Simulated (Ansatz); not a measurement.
CH7AlBNO. Charge 0, multiplicity 1. The bonds changed during the relaxation, so this is another structure than the one it started from. The geometry is a stationary point of PBE0-D4/def2-TZVP. It is one conformer, not always the lowest.

```xyz
12

B     0.056   -0.415    1.432
C    -0.344   -0.564    0.036
N     0.018   -1.426   -0.985
O    -1.231    0.463   -0.495
Al    0.329    1.481    0.084
H     0.954   -1.080    1.856
H    -0.573    0.338    2.129
H     0.430   -2.276   -0.631
H     0.613   -1.012   -1.697
H    -1.486    0.226   -1.396
H     1.271    1.467   -1.203
H    -0.036    2.799    0.870
```

Q: What is the dipole moment at PBE/def2-TZVPP? (Estimate.)

A: The calculation gave: 3.39 D, with components (-0.26, -1.36, -3.09) D in this frame, pointing from negative to positive charge.

Q: And with r2SCAN, B3LYP, ωB97M-V? (Best estimate.)

A: The calculation gave: r2SCAN 3.40 D, B3LYP 3.23 D, ωB97M-V 3.18 D.

Q: Give the Mulliken charges with PBE, ωB97M-V, B3LYP in def2-TZVPP. (Estimate.)

A: Computed: 
| atom | PBE | ωB97M-V | B3LYP |
| --- | --- | --- | --- |
| B1 | -0.35 | -0.43 | -0.34 |
| C2 | 0.22 | 0.18 | 0.25 |
| N3 | -0.32 | -0.30 | -0.33 |
| O4 | -0.12 | -0.16 | -0.19 |
| Al5 | 0.28 | 0.32 | 0.36 |
| H6 | 0.00 | 0.07 | 0.01 |
| H7 | 0.03 | 0.09 | 0.03 |
| H8 | 0.19 | 0.15 | 0.18 |
| H9 | 0.17 | 0.14 | 0.16 |
| H10 | 0.19 | 0.19 | 0.19 |
| H11 | -0.16 | -0.15 | -0.18 |
| H12 | -0.12 | -0.10 | -0.14 |

B3LYP here is the variant with VWN-RPA as its local correlation; programs differ in this.
